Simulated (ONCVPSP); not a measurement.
Which change was made? (Fe, ONCV)

Fe, optimised norm-conserving Vanderbilt (ONCV), made with ONCVPSP 4.0.1 (LDA (Perdew-Wang 92), scalar-relativistic). Core [Ne], reference 3s2 3p6 3d6 4s2. Waves: 3s+4s: rc 1.20 bohr, ncon 4, nbas 7, qcut 9.3 1/bohr, 3 projectors, debl 3.3 Ha; 3p: rc 1.15 bohr, ncon 4, nbas 7, qcut 13.9 1/bohr, 1 projector; 3d: rc 1.35 bohr, ncon 4, nbas 9, qcut 11.4 1/bohr, 1 projector. Local part: polynomial inside 0.90 bohr (lpopt 2, dvloc0 2 Ha). Core correction: Teter function, fcfact 4, rcfact 1.75.

Cutoffs, loose and tight: the cutoffs (Ha) at which the residual kinetic energy of the hardest occupied pseudo-wave falls to 1 and 0.1 mHa per electron. They do not see the model core or the augmentation charge, which bear on the density cutoff. Test errors are all-electron minus pseudo excitation energies from the reference, over the configurations 3s2 3p6 3d6 4s1; 3s2 3p6 3d6 4s0; 3s2 3p6 3d5 4s0; 3s2 3p6 3d6 4s0 4p2; variants that change the core or the reference have their own tests.

The base gives: outcome: generated; cutoff, loose: 52 Ha; cutoff, tight: 58 Ha; bound ghosts: none; GHOST(+) flags above zero: none; largest test error (meV): +13.

(1) After one change the result is: outcome: generated; cutoff, loose: 62 Ha; cutoff, tight: 188 Ha; bound ghosts: none; GHOST(+) flags above zero: none; largest test error (meV): +13. Which change was it?
A. d: rc 1.08
B. s: rc 1.78
C. reference 3s2 3p6 3d7 4s1

Results:

(1) A. The others give: reference 3s2 3p6 3d7 4s1 → outcome: generated; cutoff, loose: 51 Ha; cutoff, tight: 58 Ha; bound ghosts: none; GHOST(+) flags above zero: none; largest test error (meV): +32 | s: rc 1.78 → outcome: generated; cutoff, loose: 52 Ha; cutoff, tight: 58 Ha; bound ghosts: none; GHOST(+) flags above zero: none; largest test error (meV): -13.
